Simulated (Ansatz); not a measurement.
Reaction (ligand exchange at a Ge–C bond): `O[SiH2][CH2][GeH3]` + `NCS` → `NC[S][GeH3]` + `C[SiH2]O`

Calculated with Ansatz (gas phase, PBE0-D4/def2-TZVP geometries, no zero-point term in ΔE). CBS: MP2 limit from def2 TZ/QZ plus the TZ coupled-cluster correction, frozen cores. This one scheme is used for every species. Functionals use def2-TZVPP. B3LYP here is the variant with VWN-RPA as its local correlation; programs differ in this. For Ge outer-core shells are correlated without core-valence functions, which leaves a few kJ/mol of doubt a bond. Scalar relativity is left out up to krypton. One conformer a species, not always the lowest.

| level | ΔE (kJ/mol) | difference from CCSD(T)/CBS |
| --- | --- | --- |
| LDA (SPW92) | -66.3 | -4.3 |
| PBE-D4 | -68.2 | -6.2 |
| revPBE-D4 | -69.0 | -7.0 |
| r2SCAN-D4 | -69.2 | -7.2 |
| B97M-V | -71.1 | -9.1 |
| PBE0-D4 | -67.8 | -5.8 |
| B3LYP-D4 | -68.0 | -6.0 |
| r2SCANh-D4 | -68.9 | -6.9 |
| r2SCAN0-D4 | -68.6 | -6.6 |
| BHLYP-D4 | -68.1 | -6.1 |
| CAM-B3LYP-D4 | -65.1 | -3.1 |
| ωB97X-V | -65.3 | -3.3 |
| B2PLYP | -66.4 | -4.4 |
| PBE-QIDH | -66.6 | -4.6 |
| PBE | -67.5 | -5.5 |
| revPBE | -66.9 | -4.9 |
| BLYP | -66.9 | -4.9 |
| r2SCAN | -69.1 | -7.1 |
| PBE0 | -67.3 | -5.3 |
| B3LYP | -66.9 | -4.9 |
| r2SCANh | -68.9 | -6.9 |
| r2SCAN0 | -68.6 | -6.6 |
| BHLYP | -67.2 | -5.2 |
| CAM-B3LYP | -64.6 | -2.6 |
| LC-ωPBE | -63.4 | -1.4 |
| RPA@PBE/def2-TZVPP | -57.7 | 4.3 |
| HF/def2-SVP | -69.6 | -7.6 |
| CCSD/def2-SVP | -65.7 | -3.7 |
| CCSD(T)/def2-SVP | -66.2 | -4.2 |
| HF/def2-TZVPP | -67.1 | -5.1 |
| MP2/def2-TZVPP | -64.7 | -2.7 |
| SCS-MP2/def2-TZVPP | -63.7 | -1.7 |
| CCSD/def2-TZVPP | -60.8 | 1.2 |
| CCSD(T)/def2-TZVPP | -61.6 | 0.4 |
| HF/def2-QZVPP | -66.2 | -4.2 |
| MP2/def2-QZVPP | -64.7 | -2.7 |
| SCS-MP2/def2-QZVPP | -63.7 | -1.7 |
| HF/CBS(def2) | -66.1 | -4.1 |
| MP2/CBS(def2) | -65.1 | -3.1 |
| CCSD/CBS(def2) | -61.2 | 0.8 |
| CCSD(T)/CBS | -62.0 | 0 |

Largest T1 diagnostic among the species: 0.011.

Leaving LDA and LC-ωPBE aside and taking each functional with its dispersion term where it has one, the values spread over 6.0 kJ/mol, from B97M-V to CAM-B3LYP-D4. At CCSD(T), def2-SVP lies −4.2 kJ/mol from the extrapolated value and def2-TZVPP +0.4 kJ/mol.
